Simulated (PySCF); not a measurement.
Geometries of 3 isomers of C4H8OSi2, from PySCF, PBE0-D3(BJ)/def2-SVP geometry optimisation, gas phase. One conformer each, no zero-point energy, no frequencies.

Task: Which is lowest in electronic energy at this level?
A.
```xyz
15
angstrom
O     -2.439    1.501   -0.262
Si    -1.377    0.299   -0.733
C     -1.137   -0.966    0.626
C      0.046   -1.323    1.163
Si     1.705   -0.626    0.643
C      1.473    0.669   -0.691
C      0.283    1.015   -1.220
H     -2.161    2.033    0.490
H     -2.048   -0.318   -1.910
H     -2.047   -1.446    1.018
H      0.050   -2.079    1.963
H      2.592   -1.724    0.143
H      2.398   -0.022    1.826
H      2.377    1.173   -1.064
H      0.273    1.792   -2.001
```
B.
```xyz
15
angstrom
C     -3.297    1.309   -0.713
C     -2.657    0.662    0.096
Si    -1.670   -0.309    1.301
O     -0.248   -0.790    0.615
Si     0.737   -0.747   -0.725
C      2.400   -0.100   -0.196
C      2.668    0.249    1.067
H     -3.867    1.873   -1.430
H     -1.382    0.545    2.486
H     -2.453   -1.506    1.710
H      0.858   -2.129   -1.278
H      0.133    0.129   -1.775
H      3.194    0.000   -0.949
H      3.649    0.631    1.374
H      1.909    0.163    1.853
```
C.
```xyz
15
angstrom
C      0.585    1.305    3.330
C      0.553    0.575    2.356
Si     0.434   -0.545    0.910
C     -1.183   -0.304   -0.046
C     -0.855   -0.461   -1.548
Si     0.913    0.180   -1.794
O      1.550   -0.125   -0.267
H      0.622    1.957    4.185
H      0.683   -1.938    1.376
H     -1.530    0.721    0.168
H     -1.987   -0.982    0.283
H     -1.598    0.040   -2.190
H     -0.863   -1.528   -1.832
H      1.681   -0.564   -2.834
H      0.973    1.642   -2.097
```

Result: C. That is `C#C[Si@H]1CC[SiH2]O1`, 8.2 kcal/mol below the next.

| SMILES | atoms numbered as above | E (Eh) | relative (kcal/mol) | relative (kJ/mol) | dipole (D) |
| --- | --- | --- | --- | --- | --- |
| C#C[Si@H]1CC[SiH2]O1 | [CH:1]#[C:2][Si@H:3]1[CH2:4][CH2:5][SiH2:6][O:7]1 | -810.61699 | 0.0 | 0.0 | 1.85 |
| O[SiH]1C=C[SiH2]C=C1 | [OH:1][SiH:2]1[CH:3]=[CH:4][SiH2:5][CH:6]=[CH:7]1 | -810.60400 | 8.2 | 34.1 | 1.43 |
| C#C[SiH2]O[SiH2]C=C | [CH:1]#[C:2][SiH2:3][O:4][SiH2:5][CH:6]=[CH2:7] | -810.57242 | 28.0 | 117.0 | 0.94 |

As drawn, the highest has a C=C bond outside aromatic rings, which the lowest lacks.
